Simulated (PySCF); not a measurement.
C7H5NO2.
Atom-mapped SMILES: `[O:1]=[CH:2][C:3]#[C:4][C:5]#[C:6][CH2:7][NH:8][CH:9]=[O:10]` (hydrogens: H11 on C2; H12, H13 on C7; H14 on N8; H15 on C9)

Cartesian coordinates in Å at the GFN2-xTB level; atoms count from 1:
```
atom  x, y, z in Å
O1     5.6494    0.3420   -0.3758
C2     4.6342    0.7904   -0.8419
C3     3.3146    0.4219   -0.4712
C4     2.1865    0.1030   -0.1537
C5     0.9223   -0.2411    0.1777
C6    -0.1958   -0.5653    0.5069
C7    -1.5539   -0.9325    0.8279
N8    -2.5038   -0.3812   -0.1219
C9    -3.4822    0.4572    0.2724
O10   -3.6885    0.7893    1.4108
H11    4.6454    1.5640   -1.6388
H12   -1.8295   -0.5239    1.8080
H13   -1.6384   -2.0270    0.8625
H14   -2.3688   -0.5907   -1.0979
H15   -4.0959    0.8021   -0.5792
```

A PySCF run (density fitting, gas phase, GFN2-xTB geometry) gave HOMO -9.77 eV, LUMO -0.26 eV, dipole 4.55 D and E = -474.528 Eh.

Task: Which of these levels was it?
A. PBE0/IGLO-II
B. KT2/STO-3G
C. wB97X/6-31G

Result: C. It is wB97X/6-31G. All candidates on this geometry:

| level and settings | kind | basis functions | SCF cycles | E (Eh) | HOMO (eV) | LUMO (eV) | dipole (D) |
| --- | --- | --- | --- | --- | --- | --- | --- |
| KT2/STO-3G | GGA | 55 | 19 | -476.5469 | -3.04 | -0.52 | 2.82 |
| PBE0/IGLO-II | global hybrid | 250 | 15 | -474.3924 | -7.75 | -2.60 | 4.50 |
| wB97X/6-31G, grid level 4 | range-separated hybrid | 100 | 16 | -474.5282 | -9.77 | -0.26 | 4.55 |

The nearest other candidate, by the summed differences of HOMO and LUMO, is PBE0/IGLO-II: its HOMO differs by +2.02 eV and its LUMO by -2.34 eV. Cycle counts include a coarse-grid stage where the run had one. KT2 was designed for NMR shieldings or shifts; total energies of different functionals aren't comparable.
